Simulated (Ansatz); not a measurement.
All numbers were calculated with Ansatz.

C$_{4}$H$_{3}$F$_{3}$, SMILES `F/C=C(F)/C=C/F` at its PBE0-D4/def2-TZVP geometry, where that method's forces vanish. The species carries charge 0 and has multiplicity 1.

```csv
atom,x (Å),y (Å),z (Å)
F1,2.732,-0.834,-0.832
C2,1.417,-0.932,-0.640
C3,0.727,0.064,-0.102
C4,-0.693,-0.005,0.121
F5,-1.295,-1.141,-0.247
C6,-1.416,0.975,0.658
F7,-2.727,0.861,0.842
H8,1.009,-1.881,-0.963
H9,1.238,0.975,0.187
H10,-0.992,1.918,0.976
```

(1) For each bond, give half the difference of the two atoms' forces along it (eV/Å; positive pushes the atoms apart) under PBE-D4, r2SCAN-D4, B3LYP-D4, ωB97M-V in def2-TZVPP. (An estimate is asked.)

Answers

(1) The calculation gave: 
```csv
bond,length (Å),PBE-D4,r2SCAN-D4,B3LYP-D4,ωB97M-V
F1–C2,1.332,0.45,0.28,0.40,0.39
C2–C3,1.326,0.41,0.24,0.00,-0.36
C2–H8,1.082,-0.08,-0.18,-0.19,-0.09
C3–C4,1.439,-0.56,-0.34,-0.05,0.49
C3–H9,1.084,0.03,-0.07,-0.10,-0.12
C4–F5,1.337,0.53,0.31,0.41,0.29
C4–C6,1.331,0.38,0.20,-0.13,-0.52
C6–F7,1.328,0.43,0.25,0.40,0.44
C6–H10,1.081,-0.12,-0.18,-0.19,-0.10
```

B3LYP here is the variant with VWN-RPA as its local correlation; programs differ in this.
